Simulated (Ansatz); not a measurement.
Reaction (cleavage of the Si–Si bond): `F[SiH]([SiH3])[SiH3]` + `S[SiH2]S` → `[SiH3]S[SiH2]S` + `F[SiH2][SiH3]`

Isolated molecules relaxed with PBE0-D4/def2-TZVP in Ansatz; ΔE leaves out vibrations. CCSD(T)/CBS adds triple-zeta CCSD(T) − MP2 to the extrapolated MP2 energy (def2 sets, frozen cores). DFT in def2-TZVPP. B3LYP here is the variant with VWN-RPA as its local correlation; programs differ in this. Each species was taken in one conformer, which may not be the lowest.

| level | ΔE (kJ/mol) | difference from CCSD(T)/CBS |
| --- | --- | --- |
| PBE-D4 | -52.2 | 13.3 |
| r2SCAN-D4 | -60.4 | 5.1 |
| B2PLYP | -62.9 | 2.6 |
| PBE | -49.0 | 16.5 |
| B3LYP | -55.5 | 10.0 |
| HF/def2-TZVPP | -66.9 | -1.4 |
| CCSD(T)/def2-TZVPP | -63.2 | 2.3 |
| MP2/def2-QZVPP | -76.2 | -10.7 |
| SCS-MP2/def2-QZVPP | -73.5 | -8.0 |
| MP2/CBS(def2) | -76.9 | -11.4 |
| CCSD(T)/CBS | -65.5 | 0 |

Largest T1 diagnostic among the species: 0.013.

From PBE to PBE0 (25 % exact exchange), in def2-TZVPP and without D4, ΔE moves by −5.2 kJ/mol. The D4 term adds −5.3 kJ/mol with B3LYP and −2.7 kJ/mol with PBE0; it sums over pairs of atoms, weighted by their polarisabilities, and B3LYP, whose exchange is more repulsive, gets the larger term.
